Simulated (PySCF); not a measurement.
## Exercise with solution: refractive index and permittivity of the vapour

CH2N, SMILES C=[N], multiplicity 2.

Coordinates come from a B3LYP-D3(BJ)/def2-TZVPD optimisation. The isomer is the one that the SMILES or the coordinates give; other isomers of the formula were not compared.

PBE/def2-TZVPD (PySCF) gives a mean static polarisability of 20.9 bohr³ and a dipole moment of 2.47 D. Take an ideal gas at 298.15 K and 1 bar, whether or not the substance is that volatile.

**Question.** Work out n − 1 in the optical limit and the static ε − 1.

**Answer.** 
Polarisability volume α' = 20.9 × 0.148185 = 3.10 Å³. Number density N = p/kT = 2.43e-5 Å⁻³.
Dilute limit of Lorentz–Lorenz: n − 1 = 2π N α' = 0.00047.
Orientation term of Debye: μ²/(3kT) = 8.098 Å³ × μ²(D²) = 49.40 Å³.
ε − 1 = 4π N (α' + μ²/3kT) = 0.016. Orientation of the dipole supplies 94 % of the static response; it can't follow optical fields. Vibrational polarisation and dispersion are left out.
